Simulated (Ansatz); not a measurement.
This geometry of F$_{2}$H$_{6}$O$_{4}$W (13 atoms, charge 0, multiplicity 1) is a first-order saddle point.

The calculation used RKS PBE/def2-SVP (Ansatz 0.2.0).

```xyz
13
Properties=species:S:1:pos:R:3
W 0.292 0.248 -0.054
H -0.565 0.749 1.621
F 1.970 -0.622 -0.394
F 0.062 2.128 -0.195
O -1.598 -0.003 -0.325
H -2.075 -0.468 0.388
O 0.058 -1.419 0.936
H 0.865 -1.970 0.882
O 0.309 0.214 -1.955
H -0.501 0.572 -2.374
O 1.593 1.026 1.438
H 2.200 0.304 1.706
H 0.339 0.915 1.864
```

(1) Which two structures does it join? (They come from a converged band through this point; their orientation in space is the band's.)

(2) How far does it lie above each of them?

Results:

(1) Bonds broken: W1–H2, O11–H13. Bonds formed: H2–H13. F2H6O4W becomes F2H4O4W + H2.

Initial state:

```xyz
13
Properties=species:S:1:pos:R:3
W -0.183 -0.013 0.240
H 0.308 0.077 1.895
F 1.519 -0.980 0.228
F -0.746 1.746 0.760
O -2.072 -0.103 -0.029
H -2.402 -1.019 -0.131
O -0.653 -1.875 0.564
H 0.181 -2.384 0.646
O 0.326 0.496 -1.521
H 1.206 0.912 -1.635
O 1.749 1.535 0.461
H 2.368 1.050 1.042
H 1.346 2.234 1.018
```

Final state:

```xyz
13
Properties=species:S:1:pos:R:3
W 0.168 0.069 -0.459
H 0.867 0.082 4.174
F 2.011 -0.459 -0.446
F 0.751 1.704 -1.314
O -1.691 0.366 -0.256
H -2.168 0.574 0.569
O -0.049 -1.620 0.396
H 0.745 -2.163 0.573
O -0.060 -0.457 -2.262
H 0.166 0.118 -3.018
O 0.500 1.123 1.105
H 0.916 2.003 1.026
H 0.794 0.334 3.450
```

(2) 0.87 eV above the first and 1.57 eV above the second. This is the barrier of this one path; another mechanism may lie lower. The orbitals stay closed-shell, which can raise the energy where a bond breaks towards radicals; this wasn't checked here.

Run time: 8.1 min on 4 threads of Arm Neoverse V1 (shared host), peak memory 0.23 GiB.
